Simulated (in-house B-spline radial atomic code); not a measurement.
Configurations of neutral strontium, with energies counted from [Kr] 5s2. Computed with a radial B-spline atomic code at the basis-set limit: scalar-relativistic (X2C) B3LYP, spin-polarised, spherical fractional occupations, exact exchange averaged over the configuration, Fermi nucleus of rms radius 4.224 fm. Shells without spins written out take the highest spin.

Occupations are held fixed; configurations that lie above the ionisation limit could autoionise.

```json
{"configuration": "[Kr] 4d1 5s1", "E - E(ref) (eV)": "2.0578", "highest orbital": "4d up", "its <r> (bohr)": "3.867"}
{"configuration": "[Kr] 5s1 6d1", "E - E(ref) (eV)": "4.8008", "highest orbital": "6d up", "its <r> (bohr)": "21.15"}
{"configuration": "[Ar] 3d10 4s1 4p6 4d1 5s2", "E - E(ref) (eV)": "41.249", "highest orbital": "4d up", "its <r> (bohr)": "2.645"}
{"configuration": "[Ar] 3d10 4s1 4p6 4f1 5s2", "E - E(ref) (eV)": "46.722", "highest orbital": "4f up", "its <r> (bohr)": "16.58"}
{"configuration": "[Ar] 3d9 4s2 4p6 5s2 6d1", "E - E(ref) (eV)": "141", "highest orbital": "6d up", "its <r> (bohr)": "19.02"}
{"configuration": "[Ne] 3s2 3p5 3d10 4s2 4p6 5s2 6d1", "E - E(ref) (eV)": "271.6", "highest orbital": "6d up", "its <r> (bohr)": "19.03"}
```

(1) Order these further configurations by energy, lowest first.
A. [Kr] 5s1 5d1
B. [Ar] 3d9 4s2 4p6 5s2 5f1
C. [Ar] 3d10 4s1 4p6 5s2 5d1
D. [Ar] 3d10 4s1 4p6 5s2 6s1
E. [Ar] 3d10 4s2 4p5 5s2 6p1

(2) How far above the reference does [Ne] 3s2 3p5 3d10 4s2 4p6 5s2 5d1 lie?

## Answers

(1) A (4.2841 eV), E (26.413 eV), D (45.365 eV), C (46.047 eV), B (141.34 eV).

(2) 271.01 eV; its least bound orbital is 5d up with <r> = 10.16 bohr.
